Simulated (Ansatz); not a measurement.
Ideal-gas functions of `[F][Nb]([Cl])([Cl])([Cl])[Cl]` at 600 K and 1 bar, from an Ansatz frequency run at PBE0-D4/def2-TZVP.

Molar mass 253.72 g/mol, point group C2v (symmetry number 2), electronic degeneracy 1, moments of inertia 419.186, 539.671, 635.579 u Å². Harmonic wavenumbers (cm⁻¹, unscaled): 56, 74, 152, 174, 174, 176, 265, 342, 410, 420, 451, 708.

Use S(trans) = R[1.5 ln M + 2.5 ln T − 1.1517]; rotational temperatures θ = 24.2544 K / I; S(rot) = R[ln(√π/σ · √(T³/θAθBθC)) + 1.5]; for each mode x = 1.438777 ν̃/T, S = R[x/(eˣ − 1) − ln(1 − e⁻ˣ)] and H = RT x/(eˣ − 1); 1 cm⁻¹ = 0.0119627 kJ/mol; R = 8.31446 J/(mol·K).

**Question.** By hand: the entropy, in J/(mol·K).

**Answer.** Translation 192.4. Rotation: θ = 0.0579, 0.0449, 0.0382 K, giving 129.6. Vibration, mode by mode: 25.01, 22.70, 16.75, 15.64, 15.64, 15.55, 12.22, 10.19, 8.78, 8.60, 8.06, 4.85, in all 164.0. Electronic 0.0. Sum 486.0 J/(mol·K).

**Question.** By hand: H − E and G − E in kJ/mol, counted from the electronic energy.

**Answer.** Zero-point energy ½ × 3402 × 0.0119627 = 20.3; thermal vibration 42.7; translation, rotation and pV give 4 RT = 20.0. H − E = 83.0 kJ/mol, and G − E = 83.0 − 600 × 486.0/1000 = -208.6 kJ/mol.

Vibration gives 34 % of the entropy, 47.7 J/(mol·K) of it from the modes under 150 cm⁻¹: soft modes count most, and the harmonic formula is weakest for them.
